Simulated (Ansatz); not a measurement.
C₃H₇NSi, SMILES `NC1=C[SiH2]C1`. The species carries charge 0 and has multiplicity 1. The structure was optimised at the PBE0-D4/def2-TZVP level. It is one conformer, not always the lowest.

```xyz
12

N    -1.470    0.397   -1.248
C    -0.394    0.246   -0.426
C     0.662    1.072   -0.201
Si    1.316   -0.071    1.067
C    -0.260   -0.958    0.482
H    -2.000   -0.424   -1.483
H    -1.434    1.108   -1.958
H     0.861    2.019   -0.686
H     2.605   -0.780    0.817
H     1.331    0.354    2.497
H    -1.081   -1.061    1.196
H    -0.136   -1.902   -0.057
```

(1) What is the dipole moment at B3LYP/def2-TZVPP? (Estimate.)

(2) And with PBE, r2SCAN, ωB97M-V? (Estimate.)

(3) Give the Mulliken charges with B3LYP, ωB97M-V, PBE in def2-TZVPP. (An estimate is asked.)

Answers

(1) Computed: 2.59 D, with components (-1.72, -0.41, -1.89) D in this frame, pointing from negative to positive charge.

(2) Computed: PBE 2.76 D, r2SCAN 2.74 D, ωB97M-V 2.57 D.

(3) Computed: 
```json
{"atom": "N1", "B3LYP": "-0.29", "ωB97M-V": "-0.25", "PBE": "-0.26"}
{"atom": "C2", "B3LYP": "0.19", "ωB97M-V": "0.24", "PBE": "0.15"}
{"atom": "C3", "B3LYP": "-0.32", "ωB97M-V": "-0.34", "PBE": "-0.27"}
{"atom": "Si4", "B3LYP": "0.37", "ωB97M-V": "0.31", "PBE": "0.28"}
{"atom": "C5", "B3LYP": "-0.33", "ωB97M-V": "-0.41", "PBE": "-0.27"}
{"atom": "H6", "B3LYP": "0.16", "ωB97M-V": "0.13", "PBE": "0.17"}
{"atom": "H7", "B3LYP": "0.16", "ωB97M-V": "0.13", "PBE": "0.17"}
{"atom": "H8", "B3LYP": "0.07", "ωB97M-V": "0.08", "PBE": "0.05"}
{"atom": "H9", "B3LYP": "-0.10", "ωB97M-V": "-0.06", "PBE": "-0.09"}
{"atom": "H10", "B3LYP": "-0.10", "ωB97M-V": "-0.05", "PBE": "-0.09"}
{"atom": "H11", "B3LYP": "0.09", "ωB97M-V": "0.12", "PBE": "0.09"}
{"atom": "H12", "B3LYP": "0.09", "ωB97M-V": "0.12", "PBE": "0.08"}
```

B3LYP here is the variant with VWN-RPA as its local correlation; programs differ in this.
